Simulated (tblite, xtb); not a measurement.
C3H9Ga, triplet, geometry from GFN2-xTB (such geometries of metal compounds can be far from the true shape) (a higher spin typed on purpose: for a closed-shell molecule this is an excited state). Base run: GFN1-xTB in xtb.

Geometry (Å):
```xyz
13

Ga    -0.2920     0.3325     0.3251
C     -0.8122    -1.7913    -0.3726
H     -0.1015    -2.1238    -1.1183
H     -1.7860    -1.5862    -0.8081
H     -0.8789    -2.4690     0.4693
C      0.0804     1.4891    -1.4363
H      0.5808     0.8427    -2.1601
H      0.7275     2.3416    -1.2233
H     -0.8434     1.8624    -1.8812
C      1.6552    -0.7819     0.8094
H      2.2225     0.0417     1.2333
H      2.0917    -1.1335    -0.1171
H      1.5005    -1.5789     1.5254
```
Charge 0, spin multiplicity 3.
All else is at xtb's defaults.
Base energy -12.34724 Eh.

Programs used: tblite, xtb; a row that names a program was run with it.

Each row names what was changed in the base input (with any setting that the change needs).

| change | ΔE vs base (kJ/mol) | dipole (D) | SCF cycles |
|---|---|---|---|
| base | 0.00 | 0.86 | 10 |
| program = tblite; method = gfn1; option = (--guess, eeq) | 0.00 | - | - |
| acc = 1000 | 0.11 | 0.87 | 5 |
| file = coord | 0.00 | 0.86 | 10 |
| acc = 0.1 | 0.00 | 0.86 | 12 |
| program = tblite; method = gfn1; option = (--efield, 0,0,0.1) | -1.71 | - | - |
| gbsa = thf | -21.18 | 0.99 | 10 |
| etemp = 1000 | -0.55 | 0.76 | 10 |
| etemp = 5000 | -31.9 | 0.59 | 9 |
| etemp = 3000 | -12.43 | 0.48 | 10 |
| program = tblite; method = gfn1; option = --spin-polarized | -30.1 | - | - |
| program = tblite; method = gfn1; option = (--alpb, water) | -3.35 | - | - |

ALPB and GBSA are two models with their own fitted parameters for each solvent, which aren't always the measured dielectric constant.
